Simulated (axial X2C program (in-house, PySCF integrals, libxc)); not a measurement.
# Spin–orbit effects down a group: molecules with I, CCSD(T)

Calculated with an axial X2C code built on PySCF integrals, spin-free (one-electron X2C) or two-component (2c: spin–orbit coupling with atomic mean-field Coulomb and Gaunt terms, which also bring small scalar terms), in Dyall basis sets with cores contracted in-house; open shells are unrestricted.

Basis sets: C dyall-v3z, Ge dyall-cv3z, I dyall-cv3z, Si dyall-v3z, Sn dyall-cv3z. Frozen shells (counts by l): CI I 4s3p2d, C 1s, 11 electrons correlated; SiI I 4s3p2d, Si 2s1p, 11 electrons correlated; GeI I 4s3p2d, Ge 3s2p1d, 11 electrons correlated; SnI I 4s3p2d, Sn 4s3p2d, 11 electrons correlated. Coupled cluster in natural virtuals with an MP2 remainder. Where the outer core of a metal is frozen, bonds come out longer and ionisation energies lower.

```tsv
molecule	spin-free state	Re (Å)	ωe (cm⁻¹)	De (eV)	2c state	Re 2c (Å)	ωe 2c (cm⁻¹)	De 2c (eV)
CI	M_S = 1/2, Λ = 1	2.034	636.7	2.77	Ω = 1/2	2.035	636.6	2.55
SiI	M_S = 1/2, Λ = 1	2.463	358.5	3.04	Ω = 1/2	2.463	358.3	2.81
GeI	M_S = 1/2, Λ = 1	2.547	239.5	2.91	Ω = 1/2	2.548	239.1	n/a
SnI	M_S = 1/2, Λ = 1	2.745	193.7	2.83	Ω = 1/2	2.748	192.3	n/a
```

Each entry is the lowest single determinant of a limited PBE0 search at one distance. De goes to single-determinant-based atoms at the same level (for ions the charge split of lowest energy) and is withheld (n/a) where an atom does not fit its ground term or J level. Main or longest-lived isotopes. Some light 2c atoms are not at their ground J level, so De misses part of their lowering (0.04 eV or less).
